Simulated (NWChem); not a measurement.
Program: NWChem. System: F2OS, charge 0, spin multiplicity 1, displaced from the optimised geometry.

Job file:

```
start mol
memory heap 100 mb stack 700 mb global 1900 mb
geometry units angstroms nocenter noautoz noautosym
  O     -1.391745    -0.329653     0.000000
  S     -0.160358     0.411194     0.000000
  F      0.761094    -0.218993     1.168964
  F      0.687377    -0.168578    -1.075447
end
basis spherical
  * library cc-pvdz
end
scf
  rhf
  nopen 0
  maxiter 100
  thresh 1e-7
  semidirect memsize 60000000 filesize 0
end
tce
  freeze core 8
  cr-ccsd(t)
  2eorb
  2emet 13
  thresh 1e-6
  maxiter 100
  tilesize 24
end
task tce energy
```

The output up to the point where the run's verdict is printed (cleaned and shortened):

```
             Northwest Computational Chemistry Package (NWChem) 7.3.0
             --------------------------------------------------------

                                NWChem Input Module
                                -------------------

 Scaling coordinates for geometry "geometry" by  1.889725989
 (inverse scale =  0.529177249)

                             Geometry "geometry" -> ""
                             -------------------------

 Output coordinates in angstroms (scale by  1.889725989 to convert to a.u.)

  No.       Tag          Charge          X              Y              Z
 ---- ---------------- ---------- -------------- -------------- --------------
    1 O                    8.0000    -1.39174500    -0.32965300     0.00000000
    2 S                   16.0000    -0.16035800     0.41119400     0.00000000
    3 F                    9.0000     0.76109400    -0.21899300     1.16896400
    4 F                    9.0000     0.68737700    -0.16857800    -1.07544700

 Effective nuclear repulsion energy (a.u.)     196.3782734120

            Nuclear Dipole moment (a.u.)
            ----------------------------
        X                 Y               Z
 ---------------- ---------------- ----------------
    -1.2537368174     0.8574461598     1.5904935475


 Summary of "ao basis" -> "" (spherical)
 ------------------------------------------------------------------------------
       Tag                 Description            Shells   Functions and Types
 ---------------- ------------------------------  ------  ---------------------
 *                          cc-pvdz                   on all atoms

 Summary of "ao basis" -> "ao basis" (spherical)
 ------------------------------------------------------------------------------
       Tag                 Description            Shells   Functions and Types
 ---------------- ------------------------------  ------  ---------------------
 O                          cc-pvdz                  6       14   3s2p1d
 S                          cc-pvdz                  8       18   4s3p1d
 F                          cc-pvdz                  6       14   3s2p1d
[...]
     2   0 2 0    -19.448334      0.000000     15.220037
     2   0 1 1      0.093685      0.000000     -2.400770
     2   0 0 2    -20.677668      0.000000     81.090185

                   NWChem Extensible Many-Electron Theory Module
                   ---------------------------------------------


            General Information
            -------------------
      Number of processors :     1
         Wavefunction type : Restricted Hartree-Fock
          No. of electrons :    42
           Alpha electrons :    21
            Beta electrons :    21
           No. of orbitals :   120
            Alpha orbitals :    60
             Beta orbitals :    60
        Alpha frozen cores :     8
         Beta frozen cores :     8
     Alpha frozen virtuals :     0
      Beta frozen virtuals :     0
         Spin multiplicity : singlet
    Number of AO functions :    60
       Number of AO shells :    26
        Use of symmetry is : off
      Symmetry adaption is : off
         Schwarz screening : 0.10D-09

          Correlation Information
          -----------------------
          Calculation type : Coupled-cluster singles & doubles w/ perturbation
   Perturbative correction : Completely renormalized (T)
            Max iterations :      100
        Residual threshold : 0.10D-05
     T(0) DIIS level shift : 0.00D+00
     L(0) DIIS level shift : 0.00D+00
     T(1) DIIS level shift : 0.00D+00
     L(1) DIIS level shift : 0.00D+00
     T(R) DIIS level shift : 0.00D+00
     T(I) DIIS level shift : 0.00D+00
   CC-T/L Amplitude update :  5-th order DIIS
                I/O scheme : Global Array Library
        L-threshold :  0.10D-05
        EOM-threshold :  0.10D-05
 no EOMCCSD initial starts read in
 TCE RESTART OPTIONS
 SLICE:      F
 D4D5:       F
 quantumc:   F
 qrotation:  F
 pwtce:      F
 qducc:      F
 nacto:                         0
 nrotv:                         0
 nrot:                          0

            Memory Information
            ------------------
          Available GA space size is     249033200 doubles
          Available MA space size is     104853820 doubles

 Maximum block size supplied by input
 Maximum block size        24 doubles

 tile_dim =     20

 -------------------------------------------------

 Global array virtual files algorithm will be used

 Parallel file system coherency ......... OK

 4-electron integrals stored in orbital form

 v2    file size   =          1946690
 4-index algorithm nr.  13 is used
 imaxsize =       30
 imaxsize ichop =        0


CCSD iterations
 ---------------------------------------------------------
 Iter          Residuum       Correlation     Cpu    Wall
 ---------------------------------------------------------
    1   0.1974826840110  -0.6982467392739     0.3     0.3
    2   0.0510310695457  -0.6900871545438     0.3     0.3
    3   0.0161417542515  -0.7027514928449     0.3     0.3
    4   0.0078467042564  -0.7029756564772     0.3     0.3
    5   0.0028014118362  -0.7043026010302     0.3     0.3
    6   0.0011411074334  -0.7045033407966     0.3     0.3
    7   0.0008115484626  -0.7045440293304     0.3     0.3
    8   0.0003242532143  -0.7045711206926     0.3     0.3
    9   0.0002647633966  -0.7045708452502     0.3     0.3
   10   0.0001206872974  -0.7045841375832     0.3     0.3
   11   0.0000207144453  -0.7045926317265     0.3     0.3
   12   0.0000097228268  -0.7045926860790     0.3     0.3
   13   0.0000053815911  -0.7045931662393     0.3     0.3
   14   0.0000034161189  -0.7045930490207     0.3     0.3
   15   0.0000020928386  -0.7045931048826     0.3     0.3
   16   0.0000006807806  -0.7045930235098     0.3     0.3
 -----------------------------------------------------------------
 Iterations converged
 CCSD correlation energy / hartree =        -0.704593023509830
 CCSD total energy / hartree       =      -671.891533338037220

 Singles contributions

 Doubles contributions
 CR-CCSD(T)
```

The run crashed. NWChem stopped with the message: ccsd_t 3.
